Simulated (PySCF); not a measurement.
A calculated (r2SCAN, PySCF 2.14, def2-SVP, no relativity, point nucleus) atom or ion has these occupied shells.

```csv
shell,electrons,orbital energy (eV),"rms radius, mean of both spins (bohr)"
1s α,1,-7540.6,0.0659
1s β,1,-7540.6,0.0659
2s α,1,-892.90,0.280
2s β,1,-890.85,0.280
2p α,3,-773.72,0.250
2p β,3,-772.18,0.250
3s α,1,-104.44,0.842
3s β,1,-99.602,0.842
3p α,3,-68.284,0.895
3p β,3,-63.606,0.895
3d α,5,-9.473,1.16
3d β,2,-7.019,1.16
4s α,1,-5.520,3.24
4s β,1,-5.029,3.24
```

**Question.** Name the element and its charge.

**Answer.** Co (cobalt, neutral), in [Ar] 3d7 4s2, high-spin 4F determinant.
